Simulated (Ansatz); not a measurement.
Q: Name a neutral molecule of Au, C, N and H with size of the dipole moment (PBE/def2-TZVPP) between 7.10 and 7.40 D and HOMO–LUMO gap (ωB97M-V/def2-TZVPP) between 9.80 and 10.10 eV (Ansatz, PBE0-D4/def2-TZVP geometry).

A: `CC#[N+][Au-][CH3]` (7.31 D, 9.81 eV). Other molecules can fit too; these were computed, each in one conformer that needn't be the lowest.
